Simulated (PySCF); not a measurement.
FH₆N₃Si, SMILES N[Si](N)(N)F.

Geometry optimised at PBE0-D3(BJ)/def2-SVP. One conformer was computed; it need not be the lowest.

Two levels are set side by side: PBE/def2-TZVP (PySCF) and HF/def2-TZVP (PySCF). Same geometry, gas phase. Differences are taken from unrounded values.

```tsv
quantity	PBE
orbital gap (eV)	5.50
highest occupied level (eV)	-5.57
lowest empty level (eV)	-0.07
dipole moment (D)	2.26
mean polarisability (bohr³)	47.3
```

### Question
These are the PBE values. What does HF give? (An estimate is asked for; the answer gives what the named calculation found.)

### Answer

```
quantity                         HF  PBE minus HF
---------------------------  ------  ------------
orbital gap (eV)              14.01         -8.51
highest occupied level (eV)  -10.69          5.12
lowest empty level (eV)        3.32         -3.40
dipole moment (D)              2.44         -0.18
mean polarisability (bohr³)    40.6           6.7
```

Without exact exchange PBE keeps part of each electron's self-repulsion, which lifts occupied levels and narrows the gap. PBE's more diffuse valence density responds more strongly to a field. Differences between two approximate levels are no errors against the true value.

Rough cost on one machine, each run with all the roots and properties that it gave: HF against PBE about 1/3.
